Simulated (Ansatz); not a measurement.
C₅H₇AlClFO₂ (`CC1=CC(C)=[O+][Al-]([F])([Cl])[O]1`): the same geometry under several functionals.

```yaml
crystal:
  periodic: [false, false, false]
  atoms:
    - {symbol: C, position_ang: [1.571671, -2.084424, -0.519630]}
    - {symbol: C, position_ang: [0.901146, -0.841608, -0.050031]}
    - {symbol: C, position_ang: [-0.375940, -0.505124, -0.497107]}
    - {symbol: C, position_ang: [-1.056131, 0.637036, -0.076651]}
    - {symbol: C, position_ang: [-2.426928, 0.935401, -0.573167]}
    - {symbol: O, position_ang: [-0.572286, 1.488725, 0.743711]}
    - {symbol: Al, position_ang: [1.064893, 1.437814, 1.484570]}
    - {symbol: F, position_ang: [0.937085, 1.297830, 3.122169]}
    - {symbol: Cl, position_ang: [2.255498, 3.000781, 0.742753]}
    - {symbol: O, position_ang: [1.574002, -0.132608, 0.772780]}
    - {symbol: H, position_ang: [0.953525, -2.655380, -1.209173]}
    - {symbol: H, position_ang: [1.824802, -2.700367, 0.346806]}
    - {symbol: H, position_ang: [2.513699, -1.816079, -1.004472]}
    - {symbol: H, position_ang: [-0.866988, -1.167679, -1.194272]}
    - {symbol: H, position_ang: [-2.794224, 0.176904, -1.261169]}
    - {symbol: H, position_ang: [-2.419356, 1.909811, -1.068042]}
    - {symbol: H, position_ang: [-3.103568, 1.018368, 0.280923]}
basis:
  gaussian: {orbitals: def2-TZVPP}
hamiltonian: {xc: hse06, dispersion: d4}
output: {orbitals: {seedname: orbitals}}
```

```sh
$ ansatz run in.yaml --threads 4 --pin off --events-out ev --progress --plain --max-ram 66560MiB --backend cuda --devices 0, --max-vram 37GiB
```

It prints (some lines left out):

```
Functional definition: HSE06
2396 factors; their error is unknown
155 factors; integrals over basis functions are off by at most 2.8e-7 eV
mean field evaluation 1: about -31206.9683 eV, gradient 8.7e1 eV
mean field evaluation 2: about -31199.7561 eV, gradient 1.1e2 eV
mean field evaluation 4: about -31220.9956 eV, gradient 4.9e0 eV
mean field evaluation 8: about -31221.0465 eV, gradient 4.0e-1 eV
mean field evaluation 16: about -31221.1012 eV, gradient 7.2e-4 eV
mean field -31221.10117134 eV, -1147.3543056242 hartree, gradient 4.6e-5 eV, S^2 0.000000; 0 other end points of the search recorded, 0 dependent functions left out
reference -31221.10122800 eV, -1147.3543077067 hartree; 46, 46 occupied and 384, 384 virtual orbitals, 2396 factors
Total energy: -31221.50137519 eV, -1147.3690128445 hartree
```

Run time 13 s (4 threads of an AMD EPYC 7R13 on a shared host and a share of an NVIDIA H100 80 GB); peak host memory 1.1 GiB.

The same input with `hamiltonian: {xc: {name: CAM-B3LYP}, dispersion: d4}` (abridged; 11 s):

```
Functional definition: CAM-B3LYP
mean field evaluation 16: about -31238.4901 eV, gradient 1.4e-4 eV
mean field -31238.49011287 eV, -1147.9933374389 hartree, gradient 5.0e-5 eV, S^2 0.000000
Total energy: -31238.92698920 eV, -1148.0093923480 hartree
```

Changing it to `hamiltonian: {xc: {name: r2SCANh}, dispersion: d4}` (abridged; 12 s):

```
Functional definition: r2SCANh
mean field evaluation 16: about -31234.4070 eV, gradient 2.7e-3 eV
mean field -31234.40703322 eV, -1147.8432870293 hartree, gradient 1.1e-5 eV, S^2 0.000000
Total energy: -31234.55106059 eV, -1147.8485799375 hartree
```

With the line `hamiltonian: {xc: {name: B2PLYP}}` (abridged; 12 s):

```
Functional definition: B2PLYP
mean field evaluation 16: about -31211.5603 eV, gradient 3.6e-4 eV
mean field -31211.56026879 eV, -1147.0036839225 hartree, gradient 2.3e-6 eV, S^2 0.000000
18 core orbitals not correlated: weight in the atoms' cores, before any rotation towards them, 1.000 or more for the frozen orbitals, at most 0.000 for the correlated occupied ones
second order -58.36694125 eV of doubles, -0.00000000 eV of singles
Total energy: -31227.31956888 eV, -1147.5828275190 hartree
```

The same input with `hamiltonian: {xc: {name: BLYP}, dispersion: d4}` (abridged; 11 s):

```
Functional definition: BLYP
mean field evaluation 16: about -31239.3352 eV, gradient 3.9e-3 eV
mean field -31239.33520867 eV, -1148.0243941367 hartree, gradient 7.3e-5 eV, S^2 0.000000
Total energy: -31240.40978307 eV, -1148.0638840175 hartree
```

Changing it to `hamiltonian: {xc: {name: wB97X-V}}` (abridged; 19 s):

```
Functional definition: wB97X-V
mean field evaluation 16: about -31235.9809 eV, gradient 1.5e-4 eV
mean field -31235.98085603 eV, -1147.9011239510 hartree, gradient 2.9e-5 eV, S^2 0.000000
Total energy: -31235.98085324 eV, -1147.9011238483 hartree
```

HSE06 is the plane-wave form, built on full-range PBE exchange.
